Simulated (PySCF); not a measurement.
## How methods differ on the excitation energy of Be

Be [He] 2s2 (1S) → Be [He] 2s1 3s1 (3S), as a difference of total energies. Calculation: PySCF 2.14, in aug-cc-pCVTZ-DK with one added diffuse shell each of s, p, d, f type (8s7p5d3f, 75 functions); scalar relativity by spin-free X2C-1e. Correlated levels: valence: 1s2 frozen. The calculations carry no spin-orbit coupling.

| method | excitation energy (eV) | error (eV) |
| --- | --- | --- |
| UHF | 5.321 | -1.136 |
| MP2 (valence) | 6.052 | -0.405 |
| SCS-MP2 (valence) | 6.243 | -0.214 |
| CCSD (valence) | 6.438 | -0.019 |

Reference: 6.457 eV (measured; NIST levels).

Errors of the correlated levels include the incompleteness of this basis and the frozen core.

With two correlated electrons CCSD is exact in that space.
